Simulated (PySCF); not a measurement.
# Two-photon absorption: `O=S(=O)(/C=C/O)C(F)(F)F`, C$_{3}$H$_{3}$F$_{3}$O$_{3}$S

Geometry:
| atom | x (Å) | y (Å) | z (Å) |
| --- | --- | --- | --- |
| O1 | -0.489 | -0.972 | -1.672 |
| S2 | -0.702 | -0.989 | -0.259 |
| O3 | -1.261 | -2.143 | 0.362 |
| C4 | 0.735 | -0.423 | 0.581 |
| C5 | 1.667 | 0.184 | -0.148 |
| O6 | 2.789 | 0.687 | 0.363 |
| C7 | -1.893 | 0.447 | 0.092 |
| F8 | -1.353 | 1.568 | -0.395 |
| F9 | -2.039 | 0.607 | 1.407 |
| F10 | -3.084 | 0.274 | -0.455 |
| H11 | 0.776 | -0.585 | 1.640 |
| H12 | 1.498 | 0.265 | -1.217 |
| H13 | 3.351 | 1.080 | -0.316 |

Level of theory: TDDFT PBE0/aug-cc-pVDZ excited states, vertical, gas phase in PySCF 2.14.0. Geometry: GFN2-xTB.

(1) How strongly do the lowest singlets absorb one photon, and two photons of half the energy?

## Answers

(1) δ for parallel linear polarisation; σ at the peak of a Lorentzian of half width 0.1 eV, single beam; Ω is circular over linear.
| state | E (eV) | f | photon λ (nm) | δ (au) | σ (GM) | Ω | main |
| --- | --- | --- | --- | --- | --- | --- | --- |
| S1 | 6.30 | 0.017 | 394 | 19.7 | 0.29 | 0.84 | HOMO−1→LUMO 0.83, HOMO→LUMO 0.12 |
| S2 | 6.34 | 0.002 | 391 | 4.01 | 0.06 | 1.13 | HOMO→LUMO+1 0.92 |
| S3 | 6.58 | 0.273 | 377 | 48.9 | 0.78 | 0.52 | HOMO→LUMO 0.72, HOMO−2→LUMO 0.11 |
| S4 | 6.84 | 0.080 | 363 | 19.5 | 0.33 | 0.61 | HOMO−2→LUMO 0.85, HOMO→LUMO 0.09 |
| S5 | 7.34 | 0.003 | 338 | 1.75 | 0.04 | 1.26 | HOMO−3→LUMO 0.93 |

Among these, the strongest one-photon state is S3, the strongest two-photon state S3, with a dipole change of 0.6 D (relaxed, norm of the difference vector).
